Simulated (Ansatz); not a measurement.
HS2 (SMILES [S]S) moved off its minimum; all values from Ansatz (a program for electronic structure), cores frozen in correlated methods. Open shells are unrestricted.
(charge 0, multiplicity 2)
```xyz
3

S      0.88436    -0.38147     0.00613
S     -0.72623     0.43423    -0.00368
H     -1.62605    -0.48993    -0.09480
```

```tsv
level	largest force (eV/Å)	on atom	rms difference from CCSD(T)/aug-cc-pV(T+d)Z (eV/Å)	dipole (D)
HF/def2-TZVPP	5.61	S2	0.197	1.52
PBE/def2-TZVPP	5.54	S1	0.253	1.53
r2SCAN/def2-TZVPP	5.24	S1	0.265	1.56
B3LYP/def2-TZVPP	5.53	S1	0.122	1.54
wB97M-V/def2-TZVPP	5.32	S2	0.199	1.55
MP2/aug-cc-pV(T+d)Z	5.23	S2	0.228	1.53
CCSD(T)/aug-cc-pV(T+d)Z	5.71	S1	0.000	1.45
```

The differences count from one level among others, with limits of its own. Forces at CCSD(T)/aug-cc-pV(T+d)Z (eV/Å):

| atom | Fx | Fy | Fz |
|---|---|---|---|
| S1 | 5.032 | -2.700 | 0.021 |
| S2 | -3.870 | 4.164 | 0.113 |
| H3 | -1.162 | -1.464 | -0.134 |
